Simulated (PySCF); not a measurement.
C5H6ClN3.
Geometry (GFN2-xTB, Å), atoms numbered from 1 in this order:
```xyz
15
C5H6ClN3 angstrom
C      2.1774    0.6249    0.1768
C      1.3267   -0.6353    0.2118
C     -0.1266   -0.3718    0.0208
N     -0.9550   -1.4166    0.0494
C     -2.2297   -1.1403   -0.1185
N     -2.7366    0.0680   -0.3077
C     -1.8342    1.0324   -0.3226
Cl    -2.3994    2.6172   -0.5626
N     -0.5348    0.8780   -0.1673
H      1.8721    1.3092    0.9631
H      3.2254    0.3719    0.3151
H      2.0603    1.1338   -0.7755
H      1.6372   -1.3372   -0.5669
H      1.4419   -1.1602    1.1640
H     -2.9292   -1.9661   -0.1018
```

Level of theory: CAM-B3LYP/def2-SVPD in PySCF (dipole) on a GFN2-xTB geometry, gas phase.

Take the most abundant isotopes and a rigid rotor. The values belong to one conformer with, in the numbering `[CH3:1][CH2:2][c:3]1[n:4][cH:5][n:6][c:7]([Cl:8])[n:9]1`, C1–C2–C3–N4 -179°.

(1) What are A, B and C (MHz)?

(2) Classify the top.

(3) Is it planar, by Δ = Ic − Ia − Ib?

(4) Which lines would a microwave search look for?

(5) Estimate the classical rotational partition function at 50 K, 200 K and 500 K.

## Answers

(1) Ia = 219.94, Ib = 471.76, Ic = 685.48 u·Å²; 505379 MHz·u·Å²/I gives A = 2298, B = 1071, C = 737.3 MHz.

(2) An asymmetric top; Ray's κ = -0.572.

(3) Not planar: Δ = Ic − Ia − Ib = -6.21 u·Å². For a rigid frame Δ = −2 Σ m c², so Σ m c² = 3.10 u·Å² lies off the ab plane, practically all of it from hydrogen. The atom farthest from that plane is 0.89 Å away.

(4) The dipole components are |μa| = 1.79 D, |μb| = 0.27 D, |μc| = 0.00 D; the mirror of this Cs structure is the ab plane, so μc vanishes by symmetry and there are no c-type lines. Intensities carry the squares of the components, which stand as 1.00 : 0.02 (a : b). Some lines, for components of 0.1 D or more:

| type | branch | J(Ka,Kc) | MHz | lower level (cm⁻¹) |
| --- | --- | --- | --- | --- |
| a | Q | 1(1,0) ← 1(1,1) | 334 | 0.101 |
| a | Q | 2(1,1) ← 2(1,2) | 1002 | 0.211 |
| b | Q | 1(1,0) ← 1(0,1) | 1561 | 0.060 |
| a | R | 1(0,1) ← 0(0,0) | 1809 | 0.000 |
| b | Q | 2(1,1) ← 2(0,2) | 1954 | 0.179 |
| b | R | 2(0,2) ← 1(1,1) | 2331 | 0.101 |
| b | R | 1(1,1) ← 0(0,0) | 3035 | 0.000 |
| a | R | 2(1,2) ← 1(1,1) | 3283 | 0.101 |
| a | R | 2(0,2) ← 1(0,1) | 3558 | 0.060 |
| b | Q | 2(2,0) ← 2(1,1) | 3739 | 0.244 |
| a | R | 2(1,1) ← 1(1,0) | 3951 | 0.112 |
| b | R | 2(1,2) ← 1(0,1) | 4510 | 0.060 |
| b | Q | 2(2,1) ← 2(1,2) | 4682 | 0.211 |
| b | R | 2(2,1) ← 1(1,0) | 7631 | 0.112 |
| b | R | 2(2,0) ← 1(1,1) | 8024 | 0.101 |

(5) Point group Cs, symmetry number σ = 1; q = (√π/σ)·√((kT/h)³/(ABC)), k/h = 20836.6 MHz/K: 44200 at 50 K, 354000 at 200 K, 1400000 at 500 K.

Whether it is a minimum is left open (no frequencies). Constants of a rigid frame at the computed geometry: no zero-point averaging, no centrifugal distortion. A rigid rotor knows nothing of internal rotation, which can split or shift real lines. Quadrupole hyperfine structure (14N, 35Cl) is left out.

Time: 59 s of wall time. Hardware: one thread, Arm Neoverse V1, shared host. This is the CAM-B3LYP/def2-SVPD job that gave the dipole, with the excitations it also computed.
